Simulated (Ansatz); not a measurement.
System: HSeF, charge 0, singlet. HSeF (selenohypofluorous acid, SMILES [SeH]F).
B3LYP-D3(BJ)/def2-TZVP minimum from Ansatz (a first-principles code):
```
Se
F 1 1.7714
H 1 1.4778 2 94.25
```
Charge 0, spin multiplicity 1.

Total energies in hartree (Ansatz). UHF or UKS for unpaired electrons; spin-orbit terms are left out. Cores are frozen in correlated methods (noble-gas shells, and filled d and f shells in the p block). No relativity. For partners of very few electrons the exact lower level stands in for a higher one.

```tsv
species	HF/cc-pVTZ	CCSD(T)/cc-pVTZ	HF/cc-pVQZ	CCSD(T)/cc-pVQZ	CCSDT(Q)/cc-pVQZ
1: HSeF (SMILES F[SeH])	-2499.91167	-2500.35448	-2499.92617	-2500.40724	-2500.40861
2: Se (triplet)	-2399.87209	-2399.99441	-2399.87500	-2400.00700	-2400.00778
3: H (doublet)	-0.49981	-0.49981	-0.49995	-0.49995	-0.49995
4: F (doublet)	-99.40552	-99.62036	-99.41377	-99.65026	-99.65054
```

Work out the atomisation energy (electronic, to ground-state atoms) in kcal/mol: take Hartree-Fock from cc-pVQZ, extrapolate the CCSD(T) correlation energy as X^-3 (X = 3, 4), and add CCSDT(Q) - CCSD(T) in cc-pVQZ. 1 hartree = 627.51 kcal/mol.


Species 1: correlation (64·(-0.48107) - 27·(-0.44281))/37 = -0.50899; step -0.00137; E1 = -2499.92617 + (-0.50899) + (-0.00137) = -2500.43653
Species 2: correlation (64·(-0.13200) - 27·(-0.12232))/37 = -0.13906; step -0.00078; E2 = -2399.87500 + (-0.13906) + (-0.00078) = -2400.01484
Species 3: correlation (64·(0.00000) - 27·(0.00000))/37 = 0.00000; step +0.00000; E3 = -0.49995 + (0.00000) + (+0.00000) = -0.49995
Species 4: correlation (64·(-0.23649) - 27·(-0.21484))/37 = -0.25229; step -0.00028; E4 = -99.41377 + (-0.25229) + (-0.00028) = -99.66634
-1·E1 +1·E2 +1·E3 +1·E4 = 0.25540 hartree = 160.3 kcal/mol.
